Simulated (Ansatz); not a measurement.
Kohn–Sham single points on C$_{3}$H$_{9}$ClO$_{3}$Zr (`CC[O][Zr]([OH])([Cl])[O]C`).

```yaml
crystal:
  periodic: [false, false, false]
  atoms:
    - {symbol: C, position_ang: [2.545307, 1.166888, 0.838094]}
    - {symbol: C, position_ang: [1.113777, 1.404700, 1.263875]}
    - {symbol: O, position_ang: [0.212357, 0.985252, 0.284950]}
    - {symbol: Zr, position_ang: [-0.860383, 0.262446, -1.113687]}
    - {symbol: O, position_ang: [0.252693, -0.288522, -2.574901]}
    - {symbol: Cl, position_ang: [-2.401794, 1.934953, -1.843341]}
    - {symbol: O, position_ang: [-1.840740, -1.225170, -0.437640]}
    - {symbol: C, position_ang: [-2.472730, -2.326978, 0.124559]}
    - {symbol: H, position_ang: [3.234620, 1.507339, 1.614817]}
    - {symbol: H, position_ang: [2.724092, 0.103518, 0.662151]}
    - {symbol: H, position_ang: [2.768258, 1.710277, -0.082797]}
    - {symbol: H, position_ang: [0.947236, 2.471313, 1.456581]}
    - {symbol: H, position_ang: [0.900299, 0.868816, 2.197029]}
    - {symbol: H, position_ang: [0.823154, -0.684334, -3.225816]}
    - {symbol: H, position_ang: [-2.182577, -2.445283, 1.173786]}
    - {symbol: H, position_ang: [-3.559381, -2.204287, 0.077770]}
    - {symbol: H, position_ang: [-2.204179, -3.240929, -0.415449]}
basis:
  gaussian: {orbitals: def2-TZVPP}
hamiltonian: {xc: r2scan, dispersion: d4}
output: {forces: true, orbitals: {seedname: orbitals}}
```

```sh
$ ansatz run in.yaml --threads 2 --pin off --events-out ev --progress --plain --max-ram 22528MiB --backend cuda --devices 0, --max-vram 18GiB
```

Output, abridged:

```
Functional definition: r2SCAN
2130 factors; their error is unknown
mean field evaluation 1: about -23184.9129 eV, gradient 1.1e2 eV
mean field evaluation 2: about -23022.2969 eV, gradient 3.0e2 eV
mean field evaluation 4: about -23207.9473 eV, gradient 2.3e1 eV
mean field evaluation 8: about -23209.0396 eV, gradient 4.0e-1 eV
mean field evaluation 16: about -23209.0025 eV, gradient 7.9e-3 eV
mean field -23209.00251576 eV, -852.9151108273 hartree, gradient 4.6e-5 eV, S^2 0.000000; 0 other end points of the search recorded, 0 dependent functions left out
reference -23209.00254080 eV, -852.9151117475 hartree; 40, 40 occupied and 370, 370 virtual orbitals, 2130 factors
Total energy: -23209.10883481 eV, -852.9190179802 hartree
Atom 0 at     2.545307     1.166888     0.838094 Å, force     0.126436    -0.021864    -0.042210 eV/Å
Atom 1 at     1.113777     1.404700     1.263875 Å, force     0.095045     0.111933     0.252651 eV/Å
Atom 2 at     0.212357     0.985252     0.284950 Å, force    -0.052808    -0.006248    -0.039530 eV/Å
Atom 3 at    -0.860383     0.262446    -1.113687 Å, force    -0.063744     0.068814    -0.082390 eV/Å
Atom 4 at     0.252693    -0.288522    -2.574901 Å, force     0.083401    -0.028473    -0.117997 eV/Å
Atom 5 at    -2.401794     1.934953    -1.843341 Å, force    -0.075390     0.081725    -0.034818 eV/Å
Atom 6 at    -1.840740    -1.225170    -0.437640 Å, force     0.015514     0.050834    -0.034490 eV/Å
Atom 7 at    -2.472730    -2.326978     0.124559 Å, force    -0.128270    -0.230415     0.115038 eV/Å
Atom 8 at     3.234620     1.507339     1.614817 Å, force    -0.010078    -0.006493    -0.015653 eV/Å
Atom 9 at     2.724092     0.103518     0.662151 Å, force    -0.006553     0.020095     0.001994 eV/Å
Atom 10 at     2.768258     1.710277    -0.082797 Å, force    -0.007996    -0.011146     0.017604 eV/Å
Atom 11 at     0.947236     2.471313     1.456581 Å, force    -0.003920     0.001951     0.000695 eV/Å
Atom 12 at     0.900299     0.868816     2.197029 Å, force    -0.002085    -0.001055     0.004094 eV/Å
Atom 13 at     0.823154    -0.684334    -3.225816 Å, force     0.032248    -0.028278    -0.027778 eV/Å
Atom 14 at    -2.182577    -2.445283     1.173786 Å, force    -0.004233    -0.003036    -0.003772 eV/Å
Atom 15 at    -3.559381    -2.204287     0.077770 Å, force     0.006501    -0.002392     0.001195 eV/Å
Atom 16 at    -2.204179    -3.240929    -0.415449 Å, force    -0.004066     0.004047     0.005368 eV/Å
Dipole moment:     0.528701    -0.565104     0.294920 e Å
```

Hardware: 2 threads of an AMD EPYC 7R13 on a shared host and a share of an NVIDIA H100 80 GB. Wall time 3.9 s, peak host memory 0.99 GiB.

Changing it to `hamiltonian: {xc: {name: wB97X-V}}` and no forces (abridged; 3.1 s):

```
Functional definition: wB97X-V
mean field evaluation 16: about -23208.4244 eV, gradient 6.7e-4 eV
mean field -23208.42435355 eV, -852.8938637581 hartree, gradient 2.7e-5 eV, S^2 0.000000
Total energy: -23208.42434985 eV, -852.8938636218 hartree
```

The same input with `hamiltonian: {xc: {name: r2SCANh}, dispersion: d4}` and no forces (abridged; 2.5 s):

```
Functional definition: r2SCANh
mean field evaluation 16: about -23207.9809 eV, gradient 1.1e-3 eV
mean field -23207.98087530 eV, -852.8775662327 hartree, gradient 1.7e-5 eV, S^2 0.000000
Total energy: -23208.09463444 eV, -852.8817468042 hartree
```

The same input with `hamiltonian: {xc: {name: B2PLYP}}` and no forces (abridged; 2.9 s):

```
Functional definition: B2PLYP
mean field evaluation 16: about -23185.5532 eV, gradient 5.4e-4 eV
mean field -23185.55320313 eV, -852.0533644825 hartree, gradient 4.2e-6 eV, S^2 0.000000
11 core orbitals not correlated: weight in the atoms' cores, before any rotation towards them, 1.000 or more for the frozen orbitals, at most 0.000 for the correlated occupied ones
second order -58.71483211 eV of doubles, -0.00000000 eV of singles
Total energy: -23201.40646997 eV, -852.6359612932 hartree
```

The same input with `hamiltonian: {xc: {name: CAM-B3LYP}, dispersion: d4}` and no forces (abridged; 2.6 s):

```
Functional definition: CAM-B3LYP
mean field evaluation 16: about -23209.7688 eV, gradient 7.6e-4 eV
mean field -23209.76875864 eV, -852.9432697336 hartree, gradient 7.5e-5 eV, S^2 0.000000
Total energy: -23210.11119254 eV, -852.9558539475 hartree
```

The same input with `hamiltonian: {xc: {name: revPBE}, dispersion: d4}` and no forces (abridged; 2.1 s):

```
Functional definition: revPBE
mean field evaluation 16: about -23209.6978 eV, gradient 9.1e-3 eV
mean field -23209.69779344 eV, -852.9406618108 hartree, gradient 3.0e-5 eV, S^2 0.000000
Total energy: -23210.75288510 eV, -852.9794357140 hartree
```
